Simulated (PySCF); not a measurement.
# Radial density of Hf²⁺ (hafnium, charge +2)

UHF, [Xe] 4f14 5d2, high-spin 3F determinant. Calculation: PySCF 2.14, in def2-SVP with the def2 core potential (60 electrons) (6s3p2d1f, 32 functions); scalar relativity through the core potential. This is the valence pseudo-density: the core potential removes the inner electrons and smooths the orbitals near the nucleus.

| r (bohr) | 4πr²ρ (e/bohr) | 4πr²(ρα − ρβ) |
| --- | --- | --- |
| 0.119 | 1.004e-05 | 0.0000 |
| 0.199 | 2.049e-05 | 0.0000 |
| 0.335 | 0.001478 | 0.0003 |
| 0.564 | 0.6479 | 0.0166 |
| 0.949 | 7.785 | 0.3496 |
| 1.60 | 5.663 | 1.0762 |
| 2.69 | 0.8482 | 0.5847 |
| 4.52 | 0.04483 | 0.0438 |
| 7.60 | 0.0002817 | 0.0003 |

Energies and moments cover only the electrons outside the core potential. Spin-orbit coupling, absent here, splits the open shell strongly.
